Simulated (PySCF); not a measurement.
A PySCF script (with the pyscf-properties extension) for the NMR shieldings of `InChI=1S/C3H12B2O2Si/c1-8(2,3)7-5-6-4/h5H,4H2,1-3H3`, on a GFN2-xTB geometry:

```python
import basis_set_exchange as bse
import numpy as np
from pyscf import gto, dft
from pyscf.prop import nmr

atoms = """
B     4.126044    0.314114   -0.220209
O     2.948183   -0.148282   -0.512932
B     1.737388   -0.581971   -0.787604
O     0.675428   -0.035857   -0.180219
Si   -0.942295    0.025859   -0.004919
C    -1.799804   -1.466564   -0.831801
C    -1.269060    0.013092    1.872533
C    -1.526913    1.651551   -0.813531
H     4.575183    1.210855   -0.845813
H     4.746959   -0.178303    0.656396
H     1.607836   -1.458618   -1.573536
H    -2.881478   -1.398878   -0.772890
H    -1.532139   -1.537344   -1.882405
H    -1.505244   -2.400213   -0.360198
H    -0.723467    0.805188    2.376673
H    -2.324323    0.156443    2.082290
H    -0.970384   -0.927576    2.326665
H    -0.953451    2.501359   -0.454442
H    -2.571935    1.844689   -0.592096
H    -1.421676    1.621134   -1.894694
"""
names = dict.fromkeys(["B", "O", "Si", "C", "H"], "pcSseg-1")
basis = {el: gto.basis.parse(bse.get_basis(n, elements=[el], fmt="nwchem")) for el, n in names.items()}
mol = gto.M(atom=atoms, basis=basis, charge=0, verbose=0)
mf = dft.RKS(mol, xc="PBE0")
mf.grids.level = 2
mf.grids.alignment = dft.numint.BLKSIZE   # the property module wants whole blocks of grid points
mf.conv_tol = 1e-9
mf.kernel()

calc = nmr.RKS(mf)   # GIAO
C = mf.mo_coeff
Co = C[:, mf.mo_occ > 0]
resp = mf.gen_response(singlet=True, hermi=2)
def vind(x):   # induced exchange potential for any number of trial vectors
    d = np.einsum("pi,xij,qj->xpq", C, 2 * x.reshape(-1, C.shape[1], Co.shape[1]), Co, optimize=True)
    return np.einsum("xpq,pi,qj->xij", resp(d - d.transpose(0, 2, 1)), C, Co, optimize=True).ravel()
mo1, _ = nmr.rhf.solve_mo1(calc, with_cphf=vind)
sigma = calc.kernel(mo1)
for i, s in enumerate(sigma):   # ppm
    w = np.linalg.eigvalsh((s + s.T) / 2)
    print("%2d %-2s iso %8.1f  s11 %8.1f  s22 %8.1f  s33 %8.1f" % (i, mol.atom_pure_symbol(i), w.mean(), *w))
```

**Question.** Give the expected output.

**Answer.** 
```
 0 B  iso     59.5  s11     11.0  s22     56.7  s33    110.7
 1 O  iso     50.4  s11    -49.9  s22     23.6  s33    177.6
 2 B  iso     82.7  s11     66.4  s22     80.4  s33    101.4
 3 O  iso    178.7  s11     53.5  s22    201.3  s33    281.4
 4 Si iso    340.1  s11    330.1  s22    335.1  s33    355.1
 5 C  iso    186.1  s11    180.7  s22    183.3  s33    194.3
 6 C  iso    184.2  s11    174.8  s22    183.8  s33    193.9
 7 C  iso    184.1  s11    174.4  s22    184.0  s33    193.9
 8 H  iso     26.3  s11     25.6  s22     26.2  s33     27.1
 9 H  iso     26.3  s11     25.6  s22     26.2  s33     27.1
10 H  iso     27.2  s11     23.6  s22     27.1  s33     30.8
11 H  iso     31.7  s11     27.8  s22     29.0  s33     38.3
12 H  iso     31.3  s11     27.3  s22     28.8  s33     37.9
13 H  iso     31.4  s11     27.4  s22     28.8  s33     38.0
14 H  iso     31.3  s11     27.2  s22     28.8  s33     37.9
15 H  iso     31.9  s11     27.8  s22     29.2  s33     38.6
16 H  iso     31.4  s11     27.5  s22     29.0  s33     37.8
17 H  iso     31.3  s11     27.3  s22     28.8  s33     37.9
18 H  iso     31.8  s11     27.8  s22     29.1  s33     38.6
19 H  iso     31.4  s11     27.5  s22     29.1  s33     37.7
```

These numbers come from an equivalent density-fitted implementation of the same equations, which agrees with the script to about 0.01 ppm for H and up to a few tenths of a ppm for heavy atoms, so last digits may differ.

Size and cost of the density-fitted run: 203 basis functions, 82 s wall time on 1 thread of an Arm Neoverse N1, shared host; peak memory 0.91 GiB.
